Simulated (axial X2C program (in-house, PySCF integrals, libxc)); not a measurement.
**TiBr⁻: bond constants with and without spin–orbit coupling**

Calculated with an axial X2C code built on PySCF integrals. Spin-free means the one-electron spin-free X2C Hamiltonian; two-component (2c) means X2C with spin–orbit coupling and atomic mean-field two-electron Coulomb and Gaunt terms, so the difference of the two also holds small scalar two-electron terms. Basis: Br dyall-acv3z [9s10p7d5f1g], Ti dyall-acv3z [11s11p7d4f2g] (cores contracted in-house); Gaussian nuclei, density fitting, unrestricted open shells. Masses: Br 78.918 u, Ti 47.948 u.

State, spin-free: M_S = 1, Λ = 3 (beyond evenly filled blocks: π+α, δ+α); electrons by block: σα: 14, σβ: 14, π+α: 7, π+β: 6, π-α: 6, π-β: 6, δ+α: 2, δ+β: 1, δ-α: 1, δ-β: 1. Fragments: Br- + Ti.

State, 2c: Ω = 2 (⟨Sz⟩ = -1.00, ⟨Lz⟩ = 3.00 at PBE0); electrons by block: 1/2: 21, -1/2: 20, 3/2: 8, -3/2: 7, 5/2: 1, -5/2: 1. Fragments: Br- + Ti.

| Hamiltonian | level | Re (Å) | ωe (cm⁻¹) | ωexe (cm⁻¹) | Be (cm⁻¹) | αe (cm⁻¹) | De (eV) | D0 (eV) | μ (D) |
| --- | --- | --- | --- | --- | --- | --- | --- | --- | --- |
| spin-free | PBE0 | 2.512 | 240.1 | 1.14 | 0.0896 | 0.000531 | 1.71 | 1.70 | -5.60 |
| spin-free | HF | 2.661 | 206.1 | 1.15 | 0.0798 | 0.000523 | 1.29 | 1.28 | -6.31 |
| spin-free | CCSD | 2.605 | 217.8 | 1.06 | 0.08329 | 0.00052 | 1.54 | 1.53 | n/a |
| spin-free | CCSD(T) | 2.598 | 218.7 | 1.02 | 0.08375 | 0.000517 | 1.55 | 1.54 | n/a |
| spin-free | PBEsol | 2.439 | 259.6 | 1.17 | 0.09501 | 0.000539 | n/a | n/a | -5.86 |
| 2c | PBE0 | 2.511 | 240.4 | 1.14 | 0.08963 | 0.000531 | n/a | n/a | -5.62 |
| 2c | HF | 2.661 | 206.1 | 1.15 | 0.0798 | 0.000523 | n/a | n/a | -6.31 |
| 2c | CCSD | 2.605 | 217.9 | 1.07 | 0.08329 | 0.000518 | n/a | n/a | n/a |
| 2c | CCSD(T) | 2.598 | 218.9 | 1.03 | 0.08375 | 0.000514 | 1.56 | 1.55 | n/a |
| 2c | PBEsol | 2.439 | 259.9 | 1.18 | 0.09502 | 0.00054 | n/a | n/a | -5.88 |

Correlated methods: 12 electrons correlated (number of frozen shells: Br 3 s, 2 p, 1 d; Ti 3 s, 2 p), 344 virtual spin orbitals or spinors in MP2, 90 natural virtuals in coupled cluster.

Dipoles are positive if Ti is the positive end and refer to the centre of mass.

The state is one determinant whose occupation by symmetry is held fixed; it was picked as the lowest of a PBE0 search that is not exhaustive. De is counted from the lowest determinant-based energies of the atoms at the same level, without counterpoise correction. De is not given where an atomic determinant may have missed its ground term or J level, or where the truncated virtual space spoils (T). Density functionals use the spin component along the axis (collinear). CCSD and (T) use frozen natural virtuals with an MP2 correction for the truncation; (T) itself is uncorrected, so its De runs slightly low. The 2c atoms are single determinants rather than J levels; their spin–orbit lowering is only partly caught, and De is too large by that part. This holds for CCSD(T). PBE0 can misorder states that lie within some tenths of an eV, so this need not be the ground state of the molecule. The nearest other spin-free determinant of the search, M_S = 1, Λ = 0, lies 0.04 eV up at the distance of the search. The functionals have no current-density term, which raises determinants with orbital currents, atoms included. With several unpaired electrons one determinant need not be a pure state. The outer-core s and p shells of the metal are frozen in the correlated rows, which leaves out core–valence correlation; for alkali and alkaline-earth bonds that tends to lengthen them. At some level and bond length an empty orbital lies below a filled one. The highest occupied level of some functionals is positive through self-interaction error; at Hartree–Fock it is bound. The determinant is spin-polarised beyond a pure state at some levels (its spin-free form has ⟨S²⟩ too high), which makes Re and μ there less reliable. With the outer-core shells frozen, correlated bond lengths of heavy atoms tend to come out a few hundredths of an ångström too long. Hartree–Fock gets electron affinities wrong, so its lowest charge split need not be the true one.

No reliable constants came from MP2 (2c), MP2 (spin-free): no minimum in range, unconverged points, a curve that is not smooth, a change of character along it, or the two Hamiltonians disagreeing along it.

Rough cost a point (2c) on 1 thread(s) of a shared host, integrals apart: PBE0 1.4 s, HF 1.4 s, CCSD(T) 7 s, PBEsol 0.6 s.

The whole task took 3.5 min on 1 thread of Arm Neoverse V2 (shared host).
